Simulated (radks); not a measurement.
Charge is removed step by step from the 5p down level of Ce+, starting from [Kr] 4d10 4f1 5s2 5p(up 3, down 3) 5d2. Method: scalar-relativistic Kohn-Sham, PBE, spin-polarised, spherical densities, finite nucleus; open shells are filled with parallel spins first (spin-orbit coupling, left out, can overturn this in heavy ions); Fermi nuclear charge, rms radius 4.8771 fm; computed with a radial shooting solver on a logarithmic mesh with Libxc functionals.

| removed (e) | E - E(0) (eV) | eigenvalue (eV) | E minus straight line (eV) |
|---|---|---|---|
| 0 | 0.000 | -26.437 | 0.000 |
| 0.25 | 6.892 | -28.749 | -0.906 |
| 0.5 | 14.375 | -31.158 | -1.222 |
| 0.75 | 22.470 | -33.644 | -0.926 |
| 1 | 31.194 | -36.194 | 0.000 |

Removing the whole electron costs 31.194 eV by Delta-SCF, against 26.437 eV from minus the eigenvalue at the starting occupation. Slater's transition state (half an electron removed) gives 31.158 eV. Integrating minus the eigenvalue over the occupation (Janak's theorem) gives 31.210 eV. In this scalar-relativistic scheme the density is built from large components alone, so the theorem holds only approximately. The mean slope of the eigenvalue, de/dn, is 9.76 eV per electron.
